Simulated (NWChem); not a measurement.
Species: C4H8O; SMILES C(COC)=C

```xyz
13

C     -0.1174     2.4509    -0.2755
C      0.3696     1.3213     0.2367
C     -0.3796     0.0222     0.2912
O      0.4497    -1.0080    -0.2193
C     -0.1438    -2.2825    -0.1141
H     -1.1070     2.4950    -0.7262
H      0.4505     3.3771    -0.2617
H      1.3681     1.2978     0.6720
H     -0.6558    -0.2101     1.3374
H     -1.3200     0.0925    -0.2820
H     -0.3742    -2.5416     0.9330
H     -1.0770    -2.3506    -0.6974
H      0.5734    -3.0069    -0.5093
```
Atoms are numbered in this order, from 1.

Program: NWChem. Pople sets run with spherical d functions. Geometry: optimised at B3LYP/6-31G* (spherical d). Level: B3LYP/6-31G* with SMD (1 M gas to 1 M solution), gas-phase geometry.

Q: Estimate the computed values for solvent toluene. Quantities: solvation free energy (kcal/mol); cavity-dispersion-structure term (kcal/mol); dipole in solution (D).

A: The solvation free energy (kcal/mol) comes out as -2.8 and the cavity-dispersion-structure term (kcal/mol) comes out as -1.0. The dipole in solution (D) comes out as 1.38.
